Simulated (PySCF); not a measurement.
Species: SiHMe2(NiPr2), C8H21NSi.
Bonds: Si1–C3, Si1–C7, Si1–N11, N11–C12, N11–C15, C12–C13, C12–C14, C15–C16, C15–C17. Hydrogens: H2 on Si1; H4, H5, H6 on C3; H8, H9, H10 on C7; H18 on C12; H19, H20, H21 on C13; H22, H23, H24 on C14; H25 on C15; H26, H27, H28 on C16; H29, H30, H31 on C17.

The computed photoelectron lines, unassigned: C 1s: 289.68 (area 2), 290.20 (area 4), 291.15 (area 2) eV; N 1s: 403.32 eV; Si 1s: 1845.85 eV; Si 2p3/2: 105.95 eV.

Method: delta-SCF UKS SCAN, pcX-2 on the ionised atom, pcseg-1 elsewhere, spin-free X2C (PySCF 2.14.0). Geometry: PBE0-D3(BJ)/def2-SVP, one conformer, isolated molecule.

Problem. Assign the C 1s lines to atoms.

Solution. 289.68 eV: C3/C7 (carbon bonded to Si and 3 H); 290.20 eV: C13/C14/C16/C17 (carbon bonded to C and 3 H); 291.15 eV: C12/C15 (carbon bonded to 2 C, N and H). Lowest listed C 1s: C3/C7, bonded to 3 H and Si. Highest, 1.47 eV above it: C12/C15, bonded to N, 2 C and H.

Bonded neighbours of each site: Si1: N, 2 C and H; C3/C7: 3 H and Si; N11: 2 C and Si; C12/C15: N, 2 C and H; C13/C14/C16/C17: C and 3 H.

Problem. What is the C 1s shift of C13/C14/C16/C17 against C12/C15?

Solution. 290.20 − 291.15 = -0.95 eV, or -92 kJ/mol.

Topologically equivalent atoms share the value of their first member; where this conformer doesn't relate them by symmetry, their own values could differ. For 2p shells one spin-free hole was relaxed; a mean-field spin–orbit operator and the ground-state splitting of the three 2p orbitals were then diagonalised within the shell. The shell's mean is (2 × 2p3/2 + 2p1/2)/3, and the degeneracies 2j + 1 give areas of 2:1. 2p1/2 minus 2p3/2 (ligand field included): Si 0.62 eV.
